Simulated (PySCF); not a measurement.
## Dipole moment and polarisability of `[SiH3][SiH2]c1nccs1`

C3H7NSSi2.
SMILES with atom numbers: `[SiH3:1][SiH2:2][c:3]1[n:4][cH:5][cH:6][s:7]1` (hydrogens: H8, H9, H10 on Si1; H11, H12 on Si2; H13 on C5; H14 on C6)

Geometry (GFN2-xTB, Å), atoms numbered from 1 in this order:
```
atom  x, y, z in Å
Si1   -2.6336   -0.0684   -0.5969
Si2   -1.1381   -0.3185    1.1448
C3     0.5992   -0.0318    0.4826
N4     0.9478   -0.3295   -0.7211
C5     2.2371   -0.0321   -0.9858
C6     2.9222    0.5243    0.0483
S7     1.9023    0.6801    1.4201
H8    -2.1392   -0.5602   -1.8808
H9    -3.0234    1.3331   -0.7874
H10   -3.8711   -0.7957   -0.2950
H11   -1.2739    0.6382    2.2536
H12   -1.1084   -1.6476    1.7740
H13    2.6364   -0.2416   -1.9621
H14    3.9420    0.8493    0.0835
```

Level: CAM-B3LYP/def2-SVPD (PySCF), static field, nuclei fixed, core orbitals frozen in the response. The polarisability tensor in these axes (au):

```
x   141.18  10.10   3.27
y    10.10  87.08   5.47
z     3.27   5.47 114.64
```

Problem. Diagonalise the tensor; give its mean and Δα, where Δα² is half the sum of the squared differences of the eigenvalues.

Solution. Principal values 84.48, 114.80 and 143.61 au; mean 114.30 au = 16.94 Å³ = 18.85 × 10⁻⁴⁰ C²·m²/J; Δα = 51.21 au (45 % of the mean).

Problem. What is the dipole moment, and where does it point?

Solution. (1.03, 0.53, 0.44) D, 1.24 D in size, pointing from the negative to the positive side. Measured along this direction, the outermost atoms are H10 at the negative end and H14 at the positive end.

Problem. How large is μ²/3kT at 273 K beside α?

Solution. In Gaussian units μ²/3kT = 13.66 Å³ against 16.94 Å³, a ratio of 0.81; the Debye molar polarisation (4π/3)N_A(α + μ²/3kT) is 77.2 cm³/mol, leaving out the vibrational part.

Problem. Find the Langevin capture rate constant for O2+ (31.990 u) meeting this molecule (144.984 u), k = 2.342 × 10⁻⁹ cm³/s × √(α in Å³ / reduced mass in u).

Solution. The reduced mass is 26.21 u, so k = 1.88 × 10⁻⁹ cm³/s. The formula leaves out the permanent dipole, which adds to the capture rate.

Problem. Rayleigh depolarisation ratio (linearly polarised light, static tensor)?

Solution. ρ = 3Δα²/(45ᾱ² + 4Δα²) = 7868.8/(587882 + 10491.7) = 0.0132.

Problem. Give the principal axes and the span of the nuclei along them.

Solution. Largest value along (0.97, 0.19, 0.14), where the nuclei span 7.95 Å; middle along (-0.17, 0.13, 0.98), 4.90 Å; least along (-0.16, 0.97, -0.16), 3.62 Å. The response follows the extents in order.

The structure is a single GFN2-xTB conformer in the gas phase; no vibrational or solvent corrections. GFN2-xTB frequencies show an imaginary mode (22i cm⁻¹), so this geometry is no minimum at that level.

The run behind these numbers computed excited states as well. Hardware: one thread, Arm Neoverse N1 (aarch64), no GPU, shared host with 64 logical CPUs at a one-minute load of 57. Cost: 82 s of wall time, 0.97 GiB resident at most.
